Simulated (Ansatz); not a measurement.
A run for Ansatz (a quantum-chemistry and plane-wave program): R-CCSD(T)/def2-TZVPPD on F2Sr (SMILES [F][Sr][F]), atoms moved off the minimum. Elements past Kr take the def2 small-core potentials; no spin–orbit coupling. Files ending in .json are basis or fitting sets from the Basis Set Exchange.

Ansatz 0.2 input:
```yaml
crystal:
  periodic: [false, false, false]
  atoms:
    - {symbol: Sr, position_ang: [0.28254620, 0.03197340, -0.05913746]}
    - {symbol: F, position_ang: [-0.89394847, 1.36924645, -1.21612094]}
    - {symbol: F, position_ang: [-0.30604001, -1.51173797, 1.32799974]}
basis:
  gaussian:
    orbitals: def2-TZVPPD.json
magnetization: {spin_polarized: false}
correlation: {method: ccsd_t, electrons: outside_noble_gas}
scf: {lower_state_search: off}
output: {forces: true}
```

Question: Predict the final total energy.

Answer: -230.0366 hartree (reference determinant -229.4678, T1 diagnostic 0.016).

Question: How many basis functions does it have, and what does it roughly cost on one machine?

Answer: 120 functions; about 60 core-seconds (a rough figure).
